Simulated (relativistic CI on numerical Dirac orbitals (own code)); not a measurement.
**Calculated levels, Hf⁴⁴⁺**

Calculated at this level of theory: Dirac-Coulomb-Breit CI, KLI orbitals optimised for each configuration, a model potential for QED, unscaled Slater integrals (own radial code, finite nucleus).

Configuration list (outside the closed core [Ne]): 3s2.3p6.3d10, 3s2.3p6.3d9.4s, 3s2.3p6.3d9.4p, 3s2.3p6.3d9.4d, 3s2.3p5.3d10.4s, 3s2.3p6.3d9.4f, 3s2.3p5.3d10.4p, 3s2.3p6.3d8.4s2, 3s2.3p5.3d10.4d, 3s2.3p6.3d8.4s.4p, 3s.3p6.3d10.4s, 3s2.3p6.3d9.5s, 3s2.3p6.3d8.4p2, 3s2.3p5.3d10.4f, 3s2.3p6.3d8.4s.4d, 3s2.3p6.3d9.5p, 3s.3p6.3d10.4p, 3s2.3p6.3d9.5d, 3s2.3p5.3d9.4s2, 3s2.3p6.3d8.4p.4d, 3s2.3p6.3d9.5f, 3s2.3p6.3d9.5g, 3s2.3p5.3d9.4s.4p, 3s.3p6.3d10.4d, 3s2.3p6.3d8.4d2, 3s2.3p5.3d9.4p2, 3s2.3p5.3d9.4s.4d, 3s.3p6.3d10.4f, 3s.3p6.3d9.4s2, 3s2.3p6.3d9.6s, 3s2.3p5.3d10.5s, 3s2.3p6.3d9.6p, 3s2.3p4.3d10.4s2, 3s2.3p5.3d9.4p.4d, 3s2.3p5.3d10.5p, 3s2.3p6.3d9.6d. Levels of other configurations are missing.

| No. | Configuration | Term | J | E (10³ cm⁻¹) | % | Next component (%) |
| --- | --- | --- | --- | --- | --- | --- |
| 1 | 3s2.3p6.3d10 | 1S | 0 | 0.0 | 100 |  |
| 2 | 3s2.3p6.3d9.4s | 3D | 3 | 11691.4 | 100 |  |
| 3 | 3s2.3p6.3d9.4s | 1D | 2 | 11705.9 | 57 | 42 3D |
| 4 | 3s2.3p6.3d9.4s | 3D | 1 | 12160.8 | 100 |  |
| 5 | 3s2.3p6.3d9.4s | 3D | 2 | 12170.2 | 57 | 43 1D |
| 6 | 3s2.3p6.3d9.4p | 3P° | 2 | 12431.7 | 53 | 33 3D° |
| 7 | 3s2.3p6.3d9.4p | 3F° | 3 | 12441.0 | 46 | 33 1F° |
| 8 | 3s2.3p6.3d9.4p | 3F° | 2 | 12901.4 | 78 | 16 1D° |
| 9 | 3s2.3p6.3d9.4p | 3D° | 1 | 12927.6 | 50 | 28 1P° |
| 10 | 3s2.3p6.3d9.4p | 3F° | 4 | 13149.8 | 100 |  |
| 11 | 3s2.3p6.3d9.4p | 1D° | 2 | 13165.3 | 51 | 37 3P° |
| 12 | 3s2.3p6.3d9.4p | 1P° | 1 | 13173.6 | 64 | 31 3P° |
| 13 | 3s2.3p6.3d9.4p | 3D° | 3 | 13189.9 | 72 | 26 1F° |
| 14 | 3s2.3p6.3d9.4p | 3P° | 0 | 13593.0 | 100 |  |
| 15 | 3s2.3p6.3d9.4p | 3P° | 1 | 13628.8 | 46 | 45 3D° |
| 16 | 3s2.3p6.3d9.4p | 3F° | 3 | 13630.6 | 52 | 40 1F° |
| 17 | 3s2.3p6.3d9.4p | 3D° | 2 | 13651.7 | 54 | 22 1D° |
| 18 | 3s2.3p6.3d9.4d | 3S | 1 | 14256.6 | 47 | 44 3P |
| 19 | 3s2.3p6.3d9.4d | 3G | 4 | 14295.8 | 52 | 41 1G |
| 20 | 3s2.3p6.3d9.4d | 3D | 2 | 14306.6 | 50 | 32 3P |
| 21 | 3s2.3p6.3d9.4d | 3F | 3 | 14324.9 | 48 | 23 3D |
| 22 | 3s2.3p6.3d9.4d | 1P | 1 | 14426.3 | 57 | 20 3D |
| 23 | 3s2.3p6.3d9.4d | 3G | 5 | 14439.0 | 100 |  |
| 24 | 3s2.3p6.3d9.4d | 3D | 3 | 14469.6 | 59 | 37 1F |
| 25 | 3s2.3p6.3d9.4d | 1D | 2 | 14478.9 | 48 | 41 3P |
| 26 | 3s2.3p6.3d9.4d | 3F | 4 | 14484.4 | 81 | 19 1G |
| 27 | 3s2.3p6.3d9.4d | 3P | 0 | 14584.9 | 90 | 10 1S |
| 28 | 3s2.3p6.3d9.4d | 3D | 1 | 14757.6 | 50 | 39 1P |
| 29 | 3s2.3p6.3d9.4d | 3G | 3 | 14760.7 | 82 | 16 1F |
| 30 | 3s2.3p6.3d9.4d | 3F | 2 | 14805.6 | 65 | 31 1D |
| 31 | 3s2.3p6.3d9.4d | 3P | 1 | 14896.6 | 53 | 23 3S |
| 32 | 3s2.3p6.3d9.4d | 3G | 4 | 14921.0 | 48 | 41 1G |
| 33 | 3s2.3p6.3d9.4d | 3D | 2 | 14934.7 | 49 | 23 3P |
| 34 | 3s2.3p6.3d9.4d | 3F | 3 | 14949.7 | 51 | 27 1F |
| 35 | 3s2.3p6.3d9.4d | 1S | 0 | 15103.9 | 89 | 10 3P |
| 36 | 3s2.3p5.3d10.4s | 3P° | 2 | 15159.9 | 100 |  |
| 37 | 3s2.3p5.3d10.4s | 1P° | 1 | 15185.1 | 66 | 34 3P° |
| 38 | 3s2.3p6.3d9.4f | 3P° | 0 | 15596.0 | 100 |  |
| 39 | 3s2.3p6.3d9.4f | 3P° | 1 | 15618.5 | 76 | 24 3D° |
| 40 | 3s2.3p6.3d9.4f | 3H° | 5 | 15652.1 | 53 | 44 1H° |
| 41 | 3s2.3p6.3d9.4f | 3D° | 2 | 15656.3 | 55 | 33 3P° |
| 42 | 3s2.3p6.3d9.4f | 3H° | 6 | 15678.7 | 100 |  |
| 43 | 3s2.3p6.3d9.4f | 3F° | 3 | 15682.4 | 56 | 29 3D° |
| 44 | 3s2.3p6.3d9.4f | 1D° | 2 | 15691.7 | 57 | 27 3F° |
| 45 | 3s2.3p6.3d9.4f | 3G° | 4 | 15691.7 | 51 | 20 1G° |
| 46 | 3s2.3p6.3d9.4f | 3F° | 4 | 15722.9 | 60 | 37 1G° |
| 47 | 3s2.3p6.3d9.4f | 3G° | 5 | 15734.6 | 83 | 15 1H° |
| 48 | 3s2.3p6.3d9.4f | 1F° | 3 | 15740.0 | 52 | 34 3D° |
| 49 | 3s2.3p6.3d9.4f | 3D° | 1 | 15835.0 | 61 | 22 1P° |
| 50 | 3s2.3p5.3d10.4p | 3P | 1 | 15903.3 | 48 | 33 3S |
| 51 | 3s2.3p5.3d10.4p | 3D | 2 | 15911.3 | 50 | 33 1D |
| 52 | 3s2.3p6.3d9.4f | 3H° | 4 | 16118.7 | 84 | 12 1G° |
| 53 | 3s2.3p6.3d9.4f | 1D° | 2 | 16127.8 | 40 | 37 3P° |
| 54 | 3s2.3p6.3d9.4f | 3F° | 2 | 16152.5 | 43 | 38 3D° |
| 55 | 3s2.3p6.3d9.4f | 3H° | 5 | 16167.4 | 45 | 41 1H° |
| 56 | 3s2.3p6.3d9.4f | 3G° | 3 | 16174.5 | 74 | 17 1F° |
| 57 | 3s2.3p6.3d9.4f | 3D° | 3 | 16192.2 | 37 | 36 3F° |
| 58 | 3s2.3p6.3d9.4f | 3G° | 4 | 16202.5 | 46 | 31 1G° |
| 59 | 3s2.3p6.3d9.4f | 1P° | 1 | 16339.3 | 78 | 16 3D° |
| 60 | 3s2.3p5.3d10.4p | 3D | 3 | 16618.5 | 100 |  |
| 61 | 3s2.3p5.3d10.4p | 1P | 1 | 16619.3 | 56 | 35 3S |
| 62 | 3s2.3p5.3d10.4p | 3P | 2 | 16659.0 | 67 | 33 1D |
| 63 | 3s2.3p5.3d10.4p | 1S | 0 | 16799.1 | 59 | 40 3P |
| 64 | 3s2.3p5.3d10.4s | 3P° | 0 | 17320.9 | 98 | 2 3s2.3p5.3d10.4d 3P° |
| 65 | 3s2.3p5.3d10.4s | 3P° | 1 | 17338.0 | 65 | 34 1P° |
| 66 | 3s2.3p5.3d10.4d | 3P° | 0 | 17734.8 | 98 | 2 3s2.3p5.3d10.4s 3P° |
| 67 | 3s2.3p5.3d10.4d | 3P° | 1 | 17762.7 | 65 | 32 3D° |
| 68 | 3s2.3p5.3d10.4d | 3F° | 3 | 17769.7 | 53 | 41 1F° |
| 69 | 3s2.3p5.3d10.4d | 3D° | 2 | 17794.0 | 55 | 18 3F° |
| 70 | 3s2.3p5.3d10.4d | 3F° | 4 | 17914.4 | 100 |  |

Energies count from the lowest computed level; ° marks odd parity.

The mean weight of the leading LS term, summed over parents, in these 70 levels is 66 %, and that of the leading jj configuration (from the same eigenvectors) 95 %, so jj coupling describes them better and the LS labels are nominal.

At this charge energies of transitions that change n are usually good to better than 1 %, and those within a shell (Δn = 0) to a few per cent.

LS names give the leading component of a level, which can be under half, so a name can repeat, a term be missing and a line seem to break the LS rules.
